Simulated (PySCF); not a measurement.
# Working out the ionisation energy of Br¹⁸⁺

Br¹⁸⁺ [Ne] 3s2 3p5 (2P) → Br¹⁹⁺ [Ne] 3s2 3p4 (3P). All numbers are calculated (PySCF 2.14, scalar relativity by spin-free X2C-1e, in an uncontracted even-tempered set (19 s from 1.5 bohr⁻², ratio 2.5; 12 p from 2 bohr⁻², ratio 2.5; 5 d from 11 bohr⁻², ratio 2.7; 4 f from 17 bohr⁻², ratio 2.7)). Frozen: 1s2; the 22 highest virtual orbitals dropped. Energies in hartree (1 hartree = 27.21139 eV):

```
             part  Br¹⁸⁺ (lower)  Br¹⁹⁺ (upper)
              UHF   -2427.778928   -2399.754567
MP2 opposite-spin      -0.418324      -0.392691
    MP2 same-spin      -0.157588      -0.146332
```

Problem. What does Hartree-Fock give?

Solution. (-2399.754567) − (-2427.778928) = 28.024361 hartree = 762.582 eV.

Problem. What do MP2 and SCS-MP2 (6/5 opposite-spin, 1/3 same-spin) give?

Solution. The opposite-spin parts differ by 0.698 eV and the same-spin parts by 0.306 eV. MP2: 762.582 + (0.698) + (0.306) = 763.586 eV. SCS-MP2: 762.582 + 1.2 × (0.698) + (0.306)/3 = 763.522 eV.

Reference: 761 ± 0.8 eV (semi-empirical (NIST evaluation); NIST Atomic Spectra Database, ionization energies), between the lowest levels; spin-orbit coupling is absent from the calculation.

What remains against the reference includes basis incompleteness, the frozen core and correlation beyond second order.
